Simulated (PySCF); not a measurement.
## Correlation energy of Al(3+) (aluminium, charge +3)

[Ne], closed-shell 1S. All numbers are calculated (PySCF 2.14, the spin-free X2C one-electron Hamiltonian (Gaussian nucleus), in x2c-QZVPPall (9s6p4d2f1g, 70 functions)). Frozen: 1s2; 8 electrons correlated.

MP2 pair energies summed by pair of shells (mhartree):

```tsv
pair	energy	share (%)
2p-2p	-109.65	72.4
2s-2p	-35.81	23.7
2s-2s	-5.93	3.9
```

Total MP2 correlation energy: -151.39 mhartree.

Same-spin part -41.74 and opposite-spin part -109.65 mhartree; SCS-MP2 scales them by 1/3 and 6/5 to -145.50 mhartree.

This basis was not built for core-valence correlation, so the inner-shell part is incomplete.
